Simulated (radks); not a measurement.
Values are calculated unless marked as measured or tabulated.
Task: Coherent X-ray form factor from a spherical all-electron density. Code: a radial shooting solver on a logarithmic mesh with Libxc functionals. Model: Dirac Kohn-Sham, BLYP, spin-unpolarised, spherical densities, finite nucleus; Fermi nuclear charge, rms radius of each element as measured or else 0.836 A^(1/3) + 0.57 fm.

| sin(theta)/lambda (1/angstrom) | f0 (electrons) |
|---|---|
| 0.05 | 62.439 |
| 0.1 | 60.836 |
| 0.15 | 58.400 |
| 0.2 | 55.416 |
| 0.25 | 52.170 |
| 0.3 | 48.900 |
| 0.4 | 42.859 |
| 0.5 | 37.788 |
| 0.6 | 33.586 |
| 0.8 | 26.999 |
| 1 | 22.245 |
| 1.25 | 18.355 |
| 1.5 | 15.902 |
| 2 | 12.390 |

The species is in the configuration that NIST lists as its ground one. Which atom or ion scatters so?

Result: The holmium ion Ho4+, [Xe] 4f9. Extrapolating in s^2 from the first two rows gives f0(0) = 63.0, near the electron count 63; among species with that count, the fall with angle is slower the higher Z, and the table is that of Z = 67; from so few rows the species is fixed only to a neighbour or two.
